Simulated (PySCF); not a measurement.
**Correlation energy of Nb²⁺ (niobium, charge +2)**

[Kr] 4d3, high-spin 4F determinant. Calculation: PySCF 2.14, in aug-cc-pwCVDZ-PP with ECP28MDF (6s6p5d3f, 70 functions); a scalar-relativistic core potential. Frozen: 4s2 4p6; 3 electrons correlated.

```json
{"level": "CCSD", "correlation energy (mhartree)": "-17.99"}
{"level": "(T)", "correlation energy (mhartree)": "-0.06"}
{"level": "CCSD(T)", "correlation energy (mhartree)": "-18.05"}
```

Diagnostics: T1 = 0.00085, D1 = 0.0012, largest double amplitude 0.021.

Is a single reference adequate?

Yes, within this model without spin-orbit coupling: T1 lies below 0.03 and no double amplitude reaches 0.07.
